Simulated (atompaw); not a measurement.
# Varying the PAW (atompaw) potential for aluminium (Al)

Base potential:

atompaw 4.2.0.5 input, output lines left out:

```
Al 13
LDA-PW loggrid 1500 logderivrange -3 5 201
3 3 0 0 0 0
3 0 1
3 1 2
0 0 0
c
c
v
c
v
2
2.45 1.80 2.20 2.15
y
-0.05
n
y
0.35
n
y
-0.1
n
bloechl sinc
3 0 ultrasoft
```

All-electron outer shells of the reference configuration (LDA (PW92), non-relativistic, ld1.x):

| shell | level (eV) | outermost node (bohr) | outermost maximum (bohr) |
| --- | --- | --- | --- |
| 2p | -71.52 | – | 0.43 |
| 3s | -8.63 | 0.80 | 2.03 |
| 3p | -3.41 | 0.81 | 2.55 |

Cutoffs, loose and tight: the cutoffs (Ry, on a coarse ladder) from which the occupation-weighted sum of valence levels, in a spherical-Bessel basis at the reference potential, stays within 10 and 1 mRy of its value at 400 Ry. They see the waves, projectors and local potential, not the compensation charge or the core. A dash means not determined.

| change | outcome | cutoff, loose | cutoff, tight | bound ghosts |
| --- | --- | --- | --- | --- |
| base | generated, no UPF (negative core plus compensation charge) | 6 Ry | 8 Ry | none |
| augmentation besselshape compensation charge, radius 1.80 bohr; PAW radius 2.45 bohr; waves and projectors: bloechl | generated, no UPF (negative core plus compensation charge) | 6 Ry | 8 Ry | none |
| augmentation sinc compensation charge, radius 1.98 bohr; PAW radius 2.45 bohr; waves and projectors: bloechl | generated | 6 Ry | 8 Ry | none |
| waves 3s (bound): rc 2.45 bohr; 3s channel at -0.05 Ry: rc 1.65 bohr; 3p (bound): rc 2.45 bohr; 3p channel at 0.35 Ry: rc 2.45 bohr; 3d channel at -0.1 Ry: rc 2.25 bohr; augmentation sinc compensation charge, radius 1.80 bohr; PAW radius 2.45 bohr; waves and projectors: custom rrkj vanderbiltortho | generated, no UPF (negative core plus compensation charge) | 6 Ry | 10 Ry | none |
| waves 3s (bound): rc 2.45 bohr; 3s channel at -0.05 Ry: rc 1.65 bohr; 3p (bound): rc 2.45 bohr; 3p channel at 0.35 Ry: rc 2.45 bohr; 3d channel at -0.1 Ry: rc 2.25 bohr; augmentation sinc compensation charge, radius 1.80 bohr; PAW radius 2.45 bohr; waves and projectors: custom rrkj gramschmidtortho | generated, no UPF (negative core plus compensation charge) | 6 Ry | 10 Ry | none |
| local potential bessel scheme, radius 2.20 bohr | generated | 6 Ry | 8 Ry | none |
| core correction smooth core density matched at 2.08 bohr | generated | 6 Ry | 8 Ry | none |

(1) What comes out with this change to the base: all radii scaled by about 1.18 (s 2.90, p 2.90, d 2.66 bohr); local potential ultrasoft scheme with l = 3 at 0 Ry, radius 2.62 bohr; augmentation sinc compensation charge, radius 2.14 bohr; PAW radius 2.90 bohr; waves and projectors: bloechl; core correction smooth core density matched at 2.56 bohr?

## Answers

(1) outcome: generated, no UPF (negative core plus compensation charge); cutoff, loose: 6 Ry; cutoff, tight: 6 Ry; bound ghosts: none.
